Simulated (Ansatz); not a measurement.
`BCC#C` + `CBCC` → `BCCBC` + `C#CC` at 600 K and 1 bar (formal exchange of groups at a B–C bond).

Computed with Ansatz on PBE0-D4/def2-TZVP structures; ΔE is electronic, products minus reactants. CBS: MP2 limit from def2 TZ/QZ plus the TZ coupled-cluster correction, frozen cores. This one scheme is used for every species. Each species was taken in one conformer, which may not be the lowest.

```
species  CCSD(T)/CBS energy (Eh)  H − E (kJ/mol)  S (J/(mol·K))
`BCC#C`               -141.86772           222.0          373.9
 `CBCC`               -144.37049           357.3          415.5
`BCCBC`               -169.74101           398.4          472.4
 `C#CC`               -116.49627           182.1          298.5
```

H − E and S are ideal-gas, rigid-rotor, harmonic terms from PBE0-D4/def2-TZVP, for one conformer and one mirror image of each species. 1 Eh = 2625.50 kJ/mol, R = 8.31446 J/(mol·K).

**Question.** By hand: ΔE, ΔH, ΔS and ΔG.

**Answer.** ΔE = (-169.74101) + (-116.49627) − (-141.86772) − (-144.37049) = 0.00093 Eh = 2.4 kJ/mol. Δ(H − E) = 398.4 + 182.1 − 222.0 − 357.3 = 1.2, so ΔH = 3.6 kJ/mol. ΔS = 472.4 + 298.5 − 373.9 − 415.5 = -18.5 J/(mol·K). ΔG = 3.6 − 600 × (-18.5)/1000 = 14.7 kJ/mol.

**Question.** By hand: the equilibrium constant, and the temperature at which ΔG would vanish if ΔH and ΔS stayed fixed.

**Answer.** log₁₀ K = −ΔG/(RT ln 10) = -1.3. ΔH and −TΔS have one sign here, so there is no such temperature.

TΔS isn't small against ΔH here. A doubt of 5 kJ/mol in ΔE shifts log₁₀ K by 0.4 here. Other conformers and mirror images would add mixing entropy, several J/(mol·K) or more a flexible species. Modes under 60 cm⁻¹, often nearly free rotors, make the harmonic entropy too high. These are equilibria of isolated gas molecules and say nothing of rates. Largest T1 diagnostic: 0.012 (customary marks: 0.02 for closed shells, 0.045 for open ones).
